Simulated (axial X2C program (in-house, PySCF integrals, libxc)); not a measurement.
RuF at several levels of theory

Calculated with an in-house relativistic program for diatomic molecules. Spin-free means the one-electron spin-free X2C Hamiltonian; two-component (2c) means X2C with spin–orbit coupling and atomic mean-field two-electron Coulomb and Gaunt terms, so the difference of the two also holds small scalar two-electron terms. Basis: Ru dyall-cv3z [12s12p8d5f3g], F dyall-av3z [7s6p3d2f] (cores contracted in-house); Gaussian nuclei, density fitting, unrestricted open shells. Masses: Ru 101.904 u, F 18.998 u.

State, spin-free: M_S = 3/2, Λ = 3 (beyond evenly filled blocks: σα, π+α, π+β, π-α, δ+α, δ+β, δ-α); electrons by block: σα: 12, σβ: 11, π+α: 6, π+β: 6, π-α: 6, π-β: 5, δ+α: 2, δ+β: 2, δ-α: 2, δ-β: 1. Fragments: Ru + F.

State, 2c: Ω = 9/2 (⟨Sz⟩ = 1.52, ⟨Lz⟩ = 2.98 at PBE0); electrons by block: 1/2: 18, -1/2: 17, 3/2: 8, -3/2: 7, 5/2: 2, -5/2: 1. Fragments: Ru + F.

```csv
Hamiltonian,level,Re (Å),ωe (cm⁻¹),ωexe (cm⁻¹),Be (cm⁻¹),De (eV),D0 (eV),k (mdyn/Å),μ (D)
spin-free,PBE0,1.901,562.8,2.8,0.2915,3.95,3.92,2.99,-4.33
spin-free,HF,1.990,499.5,2.45,0.2659,2.14,2.11,2.35,-6.18
spin-free,CCSD,1.937,528.4,1.96,0.2806,3.91,3.88,2.63,n/a
spin-free,CCSD(T),1.930,530.8,1.87,0.2826,4.02,3.99,2.66,n/a
spin-free,B97-3,1.918,540.6,2.69,0.2861,4.11,4.07,2.76,-4.47
2c,PBE0,1.899,565.6,2.88,0.2918,n/a,n/a,3.02,-4.25
2c,B97-3,1.917,542.0,2.74,0.2863,n/a,n/a,2.77,-4.43
```

Correlated methods: 15 electrons correlated (number of frozen shells: Ru 4 s, 3 p, 1 d; F 1 s), 287 virtual spin orbitals or spinors in MP2, 110 natural virtuals in coupled cluster.

Dipoles are positive if F is the positive end.

The state is one determinant whose occupation by symmetry is held fixed; it was picked as the lowest of a PBE0 search that is not exhaustive. Dissociation energies refer to the lowest single-determinant-based atoms at the same level and basis. De is not given where an atomic determinant may have missed its ground term or J level, or where the truncated virtual space spoils (T). Density functionals use the spin component along the axis (collinear). CCSD and (T) use frozen natural virtuals with an MP2 correction for the truncation; (T) itself is uncorrected, so its De runs slightly low. Other states lie close and PBE0, whose exact exchange favours high spin, may order them wrongly; the determinant shown need not be the ground state. The nearest other spin-free determinant of the search, M_S = 3/2, Λ = 2, lies 0.02 eV up at the distance of the search. Without a current term, density functionals place determinants with orbital angular momentum somewhat too high. With several unpaired electrons one determinant need not be a pure state. A state of lower Ω lies just above, and one determinant can place such states too high, so the state shown need not be the lowest. The search has Ω = 7/2 only 0.09 eV up.

No reliable constants came from CCSD (2c), CCSD(T) (2c), HF (2c), MP2 (2c), MP2 (spin-free): no minimum in range, unconverged points, a curve that is not smooth, a change of character along it, or the two Hamiltonians disagreeing along it.

Rough cost a point (2c) on 1 thread(s) of a shared host, integrals apart: PBE0 1.1 s, B97-3 1.1 s.

The whole task took 5.7 min on 1 thread of Arm Neoverse V1, with other jobs on the host.
